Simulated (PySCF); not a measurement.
PySCF input (TPSSh/def2-TZVPD):

```python
from pyscf import gto, scf, dft

mol = gto.M(
    atom='''
    C     1.30511154   -0.19030126    0.16000243
    C     0.10291222   -0.01500586    0.01261670
    C    -1.21447998    0.17708606   -0.14889130
    H     2.36004904   -0.34412407    0.28933434
    H    -1.58759968    1.04652208   -0.68808273
    H    -1.93371204   -0.53307168    0.25638137
    ''',
    basis='def2-tzvpd',
    charge=1,
    spin=0,
    verbose=4,
)

mf = dft.RKS(mol, xc='tpssh').density_fit(auxbasis='def2-universal-jkfit')
mf.grids.level = 3
mf.conv_tol = 1e-9
mf.max_cycle = 100
mf.max_memory = 1500
mf.kernel()
if not mf.converged:
    mf = mf.newton()
    mf.kernel(mf.make_rdm1())
mf.analyze()
```

End of the output:

```
Extra cycle  E= -115.738956415631  delta_E= 2.18e-11  |g|= 8.94e-06  |ddm|= 1.04e-05
converged SCF energy = -115.738956415631
**** SCF Summaries ****
Total Energy =                        -115.738956415631094
Nuclear Repulsion Energy =              53.720403204760707
One-electron Energy =                 -254.896306660068404
Two-electron Energy =                   85.436947039676596
Two-electron Coulomb Energy =          102.447584257782395
DFT Exchange-Correlation Energy =      -17.010637218105806
HOMO-LUMO gap [eV] =                     3.210537862933947
**** MO energy ****
MO #1   energy= -10.4671135666665  occ= 2
MO #2   energy= -10.4420019775992  occ= 2
MO #3   energy= -10.4038200935782  occ= 2
MO #4   energy= -1.06137124320531  occ= 2
MO #5   energy= -0.968182169246873 occ= 2
MO #6   energy= -0.792419796623236 occ= 2
MO #7   energy= -0.740844079388825 occ= 2
MO #8   energy= -0.715089501946341 occ= 2
MO #9   energy= -0.595571550930842 occ= 2
MO #10  energy= -0.54110398071947  occ= 2
MO #11  energy= -0.423118889457516 occ= 0
MO #12  energy= -0.24540764420215  occ= 0
MO #13  energy= -0.186920462286256 occ= 0
MO #14  energy= -0.165054335408328 occ= 0
MO #15  energy= -0.128358710677535 occ= 0
MO #16  energy= -0.115072707729275 occ= 0
MO #17  energy= -0.0863976920886373 occ= 0
MO #18  energy= -0.0736487844361393 occ= 0
MO #19  energy= -0.045623513981263 occ= 0
MO #20  energy= -0.0364697230009241 occ= 0
MO #21  energy= -0.0349637326866147 occ= 0
MO #22  energy= -0.0340224794113326 occ= 0
MO #23  energy= -0.0190907786702573 occ= 0
MO #24  energy= -0.00425409673289228 occ= 0
MO #25  energy= 0.0229234544917391 occ= 0
MO #26  energy= 0.0442438664784409 occ= 0
MO #27  energy= 0.0469083411906464 occ= 0
MO #28  energy= 0.0508321977264432 occ= 0
MO #29  energy= 0.0649969723914334 occ= 0
MO #30  energy= 0.0908200196515975 occ= 0
MO #31  energy= 0.0957653259114617 occ= 0
MO #32  energy= 0.109236610044639  occ= 0
MO #33  energy= 0.129931199016442  occ= 0
MO #34  energy= 0.135202994564343  occ= 0
MO #35  energy= 0.140739457296785  occ= 0
MO #36  energy= 0.148955516342312  occ= 0
MO #37  energy= 0.164532132226471  occ= 0
MO #38  energy= 0.17141752228555   occ= 0
MO #39  energy= 0.17758277809917   occ= 0
MO #40  energy= 0.182901327709404  occ= 0
MO #41  energy= 0.194375552958432  occ= 0
MO #42  energy= 0.271172127030635  occ= 0
MO #43  energy= 0.277910171278667  occ= 0
MO #44  energy= 0.282914733330871  occ= 0
MO #45  energy= 0.30044764437218   occ= 0
MO #46  energy= 0.320899090605771  occ= 0
MO #47  energy= 0.323824827277651  occ= 0
MO #48  energy= 0.361643671673395  occ= 0
MO #49  energy= 0.38722729677904   occ= 0
MO #50  energy= 0.39240454172216   occ= 0
MO #51  energy= 0.433548212768171  occ= 0
MO #52  energy= 0.441203837545468  occ= 0
MO #53  energy= 0.443868125251619  occ= 0
MO #54  energy= 0.481006159866568  occ= 0
MO #55  energy= 0.483114719227846  occ= 0
MO #56  energy= 0.492499860484028  occ= 0
MO #57  energy= 0.497016642983285  occ= 0
MO #58  energy= 0.508462455375686  occ= 0
MO #59  energy= 0.536770610938159  occ= 0
MO #60  energy= 0.565191058512379  occ= 0
MO #61  energy= 0.626580536356037  occ= 0
MO #62  energy= 0.667851964441468  occ= 0
MO #63  energy= 0.704533387226055  occ= 0
MO #64  energy= 0.719447179536785  occ= 0
MO #65  energy= 0.737347218761878  occ= 0
MO #66  energy= 0.789976528403106  occ= 0
MO #67  energy= 0.839981745853034  occ= 0
MO #68  energy= 0.879015982853318  occ= 0
MO #69  energy= 0.926521647510505  occ= 0
MO #70  energy= 1.05250120133395   occ= 0
MO #71  energy= 1.18096167451421   occ= 0
MO #72  energy= 1.18219670564352   occ= 0
MO #73  energy= 1.20417718563917   occ= 0
MO #74  energy= 1.246115733074     occ= 0
MO #75  energy= 1.35475777719145   occ= 0
MO #76  energy= 1.39857010592559   occ= 0
MO #77  energy= 1.51859802941921   occ= 0
MO #78  energy= 1.53938059205022   occ= 0
MO #79  energy= 1.54666578995477   occ= 0
MO #80  energy= 1.56202143893853   occ= 0
MO #81  energy= 1.58498327128298   occ= 0
MO #82  energy= 1.59917508449015   occ= 0
MO #83  energy= 1.61878727260473   occ= 0
MO #84  energy= 1.63873719505918   occ= 0
MO #85  energy= 1.70612311672786   occ= 0
MO #86  energy= 1.70698886291278   occ= 0
MO #87  energy= 1.92696172929175   occ= 0
MO #88  energy= 1.93643175937929   occ= 0
MO #89  energy= 2.08726011037163   occ= 0
MO #90  energy= 2.10104487119033   occ= 0
MO #91  energy= 2.16303008997946   occ= 0
MO #92  energy= 2.24081208798524   occ= 0
MO #93  energy= 2.2553276291568    occ= 0
MO #94  energy= 2.29841545439874   occ= 0
MO #95  energy= 2.34639045748263   occ= 0
MO #96  energy= 2.35306193841587   occ= 0
MO #97  energy= 2.42328155014978   occ= 0
MO #98  energy= 2.45083470968917   occ= 0
MO #99  energy= 2.48802247518403   occ= 0
MO #100 energy= 2.51728063853038   occ= 0
MO #101 energy= 2.5969222923837    occ= 0
MO #102 energy= 2.6113579091528    occ= 0
MO #103 energy= 2.65153667069442   occ= 0
MO #104 energy= 2.66731301293447   occ= 0
MO #105 energy= 2.68426059296816   occ= 0
MO #106 energy= 2.73499844971541   occ= 0
MO #107 energy= 2.8249554815423    occ= 0
[...]
```
